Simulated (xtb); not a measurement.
BiH3Te3, SMILES [TeH][Bi]([TeH])[TeH]. All values are semi-empirical tight-binding results from xtb (GFN2-xTB unless named), good for trends rather than for accurate numbers. Geometry optimised at GFN2-xTB. The structure was generated by enumeration; whether it is a known compound was not checked.

Optimised geometry:

Bonds (Å): Bi1–Te2 2.814, Bi1–Te4 2.817, Bi1–Te6 2.826, Te2–H3 1.659, Te4–H5 1.659, Te6–H7 1.662. Angles (°): Te2–Bi1–Te4 89.1, Te2–Bi1–Te6 94.9, Te4–Bi1–Te6 97.0, Bi1–Te2–H3 90.9, Bi1–Te4–H5 90.7, Bi1–Te6–H7 90.3.

For metal compounds this method's bond lengths and energies can be far off.

```json
{
 "orbital_gap": "3.88 eV",
 "zero_point_energy": "11.7 kcal/mol",
 "G − E(el) at 298.15 K (modified RRHO)": "-14.5 kcal/mol"
}
```

Computed atomic charges and the Wiberg bond orders between heavy atoms:
charges (e) Bi1 0.31, Te2 -0.06, H3 -0.04, Te4 -0.06, H5 -0.04, Te6 -0.06, H7 -0.04. Bond orders Bi1–Te2 0.92, Bi1–Te4 0.91, Bi1–Te6 0.89.
